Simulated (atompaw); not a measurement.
## What one change does to a pseudopotential (In (Z = 49), PAW (atompaw))

indium (In), PAW, made with atompaw 4.2.0.5 (PBEsol, scalar-relativistic). Core [Kr] 4d10, reference 5s2 5p1. Waves: 5s (bound): rc 2.25 bohr; 5s channel at 3.3 Ry: rc 2.80 bohr; 5p (bound): rc 2.80 bohr; 5p channel at 0.25 Ry: rc 2.80 bohr; 5d channel at 0.45 Ry: rc 2.05 bohr; 5d channel at 2.55 Ry: rc 2.80 bohr. Local part: troulliermartins scheme with l = 3 at -0.5 Ry, radius 2.20 bohr. Core correction: smooth core density matched at 2.60 bohr. Augmentation charge: sinc compensation charge, radius 2.45 bohr; PAW radius 2.80 bohr; waves and projectors: custom polynom2 7 10 vanderbiltortho.

All-electron outer shells of the reference configuration (PBEsol, scalar-relativistic, ld1.x):

| shell | level (eV) | outermost node (bohr) | outermost maximum (bohr) |
| --- | --- | --- | --- |
| 4p | -78.02 | 0.42 | 0.82 |
| 4d | -18.59 | 0.40 | 0.94 |
| 5s | -8.25 | 1.02 | 2.16 |
| 5p | -2.52 | 1.14 | 2.85 |

Change: wave 5s channel at 3.3 Ry: rc 2.80 bohr becomes 5s channel at 0.21 Ry: rc 2.80 bohr.

Cutoffs: the cutoffs (Ry, on a coarse ladder) from which the occupation-weighted sum of valence levels, in a spherical-Bessel basis at the reference potential, stays within 10 and 1 mRy of its value at 400 Ry; they do not see the model core or the augmentation charge, which bear on the density cutoff.

Q: What does the change do?

A: The potential gets harder (8 Ry and 12 Ry → 8 Ry and 18 Ry); both files keep a bound ghost (s); the range in which the s phases agree widens (upper end -0.3 → 3.0).

| quantity | base | changed |
| --- | --- | --- |
| cutoff, loose | 8 Ry | 8 Ry |
| cutoff, tight | 12 Ry | 18 Ry |
| bound ghosts | s | s |
| s: phases at 2.82 bohr within 0.05 rad from the reference energy up to (Ry; the scan ends near 5) | -0.3 | 3.0 |
| p: phases at 2.82 bohr within 0.05 rad from the reference energy up to (Ry; the scan ends near 5) | 1.8 | 1.8 |
| d: phases at 2.82 bohr within 0.05 rad from the reference energy up to (Ry; the scan ends near 5) | 0.9 | 0.9 |
| lowest overlap eigenvalue by channel | s 0.62, p 0.91, d 0.98 | s 0.28, p 0.91, d 0.98 |

 A true bound ghost makes a file unfit for plane-wave use even where its test errors are small: the radial tests pick states by their node count and pass the ghost by. The cutoffs see the waves, projectors and local potential, not the compensation charge or the core.
